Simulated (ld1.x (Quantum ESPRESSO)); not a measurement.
Results of a calculation; reference values are marked as such.
# Hardness and transferability of assorted potentials

Generated with ld1.x 7.5 (TM, RRKJ, ultrasoft, PAW), atompaw 4.2 or ONCVPSP 4.0.1. The cutoff is in Ry: for ld1.x and atompaw files where the sum of valence levels is converged to 10 mRy in a Bessel basis, for ONCV files where the hardest occupied wave has 1 mHa per electron of residual kinetic energy. The error is the largest all-electron minus pseudo excitation energy over each file’s own four to seven test configurations (ionisations up to +4, promotions, holes and added fractions of an electron), all of which were solved. The labels leave out finer settings (local radius, basis sizes, second energies), which also bear on the numbers. Spin-polarised tests are not counted. The rows are a selection from randomly drawn settings: files with unsolved tests, undetermined cutoffs or missed reference levels are left out.

A true bound ghost makes a file unfit for plane-wave use even where its test errors are small: the radial tests pick states by their node count and pass the ghost by.

```tsv
element	potential	cutoff (Ry)	largest error (meV)	bound ghosts
Rb	TM, PBEsol, scalar-relativistic, rc 4.15/3.80/4.20 (spd), local p, core correction yes, reference 4d0 5s0 5p1	6	+6.5	s
W	TM, PBEsol, scalar-relativistic, rc 2.52/3.30/2.64 (spd), local s, core correction no, reference 5d4 6s1.5 6p0	25	-52	none
Re	RRKJ, PBE, scalar-relativistic, rc 2.30/2.75/2.50/2.40 (spdf), local s, core correction yes, reference 5d5 6s2 6p0	25	-604	none
```

**Question.** Fill in the row for S: PAW, PBEsol, scalar-relativistic, rc 1.50/1.20/1.35 (spd), local smoothed, core correction yes, reference 3s1 3p5.

**Answer.** cutoff 30 Ry, largest error -79 meV, bound ghosts: none.

**Question.** Fill in the row for K: PAW, PBE, scalar-relativistic, rc 1.95/2.35/2.48 (spd), local smoothed, core correction yes, reference 3s2 3p6 4s1 4p0.

**Answer.** cutoff 15 Ry, largest error -4.0 meV, bound ghosts: none.
